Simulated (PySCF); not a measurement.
# Molecular orbitals of TlGa⁺

LC-ωPBE at R = 3.472 Å; Tl def2-SVP with ECP60, Ga def2-SVP; scalar-relativistic core potentials (PySCF 2.14). State: ²Σ⁺ (doublet), unpaired electrons σ ↑. Only the outer orbitals are listed, counted within each symmetry, core potentials removing the inner ones.

| spin | orbital | occ. | ε (eV) | on Tl (%) | main shells (%) |
| --- | --- | --- | --- | --- | --- |
| α | 2δ | 1 | -25.80 | 100 | 100 Tl d |
| α | 2δ | 1 | -25.80 | 100 | 100 Tl d |
| α | 5π | 1 | -25.69 | 100 | 100 Tl d |
| α | 5π | 1 | -25.69 | 100 | 100 Tl d |
| α | 9σ | 1 | -25.68 | 100 | 100 Tl d |
| α | 10σ | 1 | -18.92 | 69 | 68 Tl s, 28 Ga s |
| α | 11σ | 1 | -17.28 | 32 | 67 Ga s, 29 Tl s |
| α | 12σ | 1 | -11.15 | 39 | 59 Ga p, 36 Tl p |
| α | 6π | 0 | -4.87 | 53 | 52 Tl p, 47 Ga p |
| α | 6π | 0 | -4.87 | 53 | 52 Tl p, 47 Ga p |
| α | 7π | 0 | -3.72 | 48 | 52 Ga p, 48 Tl p |
| β | 2δ | 1 | -25.80 | 100 | 100 Tl d |
| β | 2δ | 1 | -25.80 | 100 | 100 Tl d |
| β | 5π | 1 | -25.62 | 100 | 100 Tl d |
| β | 5π | 1 | -25.62 | 100 | 100 Tl d |
| β | 9σ | 1 | -25.57 | 100 | 100 Tl d |
| β | 10σ | 1 | -18.18 | 78 | 77 Tl s, 21 Ga s |
| β | 11σ | 1 | -16.51 | 23 | 77 Ga s, 22 Tl s |
| β | 12σ | 0 | -4.75 | 54 | 53 Tl p, 44 Ga p |
| β | 6π | 0 | -4.69 | 54 | 54 Tl p, 46 Ga p |
| β | 6π | 0 | -4.69 | 54 | 54 Tl p, 46 Ga p |

Which are the highest filled and the lowest empty level, where do they sit, and how wide is the gap?

Highest filled α 12σ at -11.15 eV (in %: 59 Ga p, 36 Tl p); lowest empty α 6π at -4.87 eV (in %: 52 Tl p, 47 Ga p); the gap at LC-ωPBE is 6.28 eV.

```
bond order (Mayer)                                                                                                 : 0.52
⟨S²⟩                                                                                                               : 0.766
charge on Tl (Mulliken, basis-dependent)                                                                           : 0.60
charge on Tl (Löwdin, basis-dependent)                                                                             : 0.57
dipole moment (positive dipole points towards Ga; it is taken about the centre of mass and depends on that origin) : 2.62 D
```

These are scalar-relativistic numbers at best; spin–orbit coupling would shift them, the dissociation energy most. The state was picked by a PBE0 search and need not be the measured ground state.
